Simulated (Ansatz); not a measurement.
Basis-set series for CH5AlFNSi, SMILES `F[C@H]1N[Si@@H]1[AlH2]`. The species carries charge 0 and has multiplicity 1. The geometry is a stationary point of PBE0-D4/def2-TZVP.

```tsv
atom	x (Å)	y (Å)	z (Å)
F1	2.4390	-1.3132	0.1247
C2	1.3994	-0.5086	-0.2736
N3	0.3810	-1.1721	-0.9920
Si4	-0.3002	-0.6066	0.5217
Al5	-1.5470	1.4800	0.5932
H6	1.8111	0.4177	-0.6734
H7	0.1848	-0.9088	-1.9454
H8	-0.5394	-1.7299	1.4631
H9	-2.5001	1.8608	1.8018
H10	-1.3287	2.4808	-0.6200
```

```json
{"functional": "PBE0-D4", "basis": "def2-TZVPP", "functions": "247", "energy (Eh)": "-727.23858", "HOMO (eV)": "-7.17", "LUMO (eV)": "-2.53"}
{"functional": "PBE0-D4", "basis": "def2-QZVPP", "functions": "461", "energy (Eh)": "-727.26649", "HOMO (eV)": "-7.20", "LUMO (eV)": "-2.55"}
{"functional": "ωB97M-V", "basis": "def2-TZVPP", "functions": "247", "energy (Eh)": "-727.56845", "HOMO (eV)": "-9.28", "LUMO (eV)": "-0.89"}
{"functional": "ωB97M-V", "basis": "def2-QZVPP", "functions": "461", "energy (Eh)": "-727.59527", "HOMO (eV)": "-9.32", "LUMO (eV)": "-0.98"}
```

(1) Give the rows for def2-SVP. (Best estimate.)

Answers

(1) Ansatz gave: 
| functional | basis | functions | energy (Eh) | HOMO (eV) | LUMO (eV) |
| --- | --- | --- | --- | --- | --- |
| PBE0-D4 | def2-SVP | 103 | -726.81669 | -7.08 | -2.49 |
| ωB97M-V | def2-SVP | 103 | -727.14005 | -9.17 | -0.80 |
